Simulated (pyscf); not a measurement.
## Concerted two-bond exchange: HO–Si(Cl)(Cl)–Cl + HO–Ga(OH)–Cl -> HO–Si(Cl)(Cl)–Cl + HO–Ga(OH)–Cl

Gas phase, singlet surface, charge 0. Bonds broken: Ga2–Cl10, Cl8–Si9. Bonds formed: Ga2–Cl8, Si9–Cl10. Structures and frequencies: ωB97X-D3(BJ)/def2-SVP in PySCF.

Transition state (Å):

```xyz
12

O      0.4534    -0.3367     1.0201
Ga    -1.0567    -0.6176    -0.2305
O     -1.2201    -2.2856     0.4093
O     -1.5872    -0.2413    -1.8833
H      0.5391    -1.1069     1.6126
H     -1.9608    -2.8121     0.0934
H     -1.9533    -1.0128    -2.3325
Cl    -0.1678     1.8597    -0.2085
Si    -0.1501     1.1164     1.8682
Cl    -2.2370     0.6295     1.6957
Cl     0.2222     3.0112     2.5836
Cl     0.2591     0.1653     3.7064
```

One imaginary mode, 74i cm⁻¹; descent along it reached the two sides named, in the forms told below.

```tsv
bond	change	reactant side (Å)	saddle	product side
Ga2–Cl10	breaks	2.146	2.580	4.3
Cl8–Si9	breaks	2.013	2.206	3.7
Ga2–Cl8	forms	3.8	2.6	2.147
Si9–Cl10	forms	3.9	2.150	2.023
```

Electronic energies relative to the separated reactants (kcal/mol):

```csv
level,barrier,reaction energy,reverse barrier
ωB97X-D3(BJ)/def2-TZVP,20.0,0.0,20.0
PBE/def2-TZVP,28.3,0.0,28.3
r²SCAN/def2-TZVP,26.1,0.0,26.1
B3LYP-D3(BJ)/def2-TZVP,28.7,0.0,28.7
PBE0-D3(BJ)/def2-TZVP,24.5,0.0,24.5
M06-2X/def2-TZVP,24.4,0.0,24.4
ωB97M-D3(BJ)/def2-TZVP,27.5,0.0,27.5
HF/def2-TZVP,51.3,0.0,51.3
```

With ωB97M-D3(BJ)/def2-TZVP energies and thermal terms (ideal gas, 1 atm, RRHO with modes under 100 cm⁻¹ raised to 100, one conformer, R ln 2 for chiral ones without a mode under 150 cm⁻¹), in kcal/mol:

```tsv
T (K)	ΔH‡	ΔG‡	ΔH	ΔG
298	28.4	43.7	0.0	0.0
600	28.8	59.1	0.0	0.0
900	29.3	74.2	0.0	0.0
1200	29.8	89.1	0.0	0.0
```

On the reactant side the descent ends in an adduct with a Ga–O contact (not fully relaxed), 15.2 kcal/mol under the separated species and 35.2 kcal/mol under the saddle at ωB97X-D3(BJ)/def2-TZVP. On the product side the descent ends in an adduct with a Ga–O contact (not fully relaxed), 15.3 kcal/mol under the separated species and 35.3 kcal/mol under the saddle at ωB97X-D3(BJ)/def2-TZVP. One saddle was located; it need not be the lowest between these sides. Elements up to Kr have no core potential and no relativistic terms here.
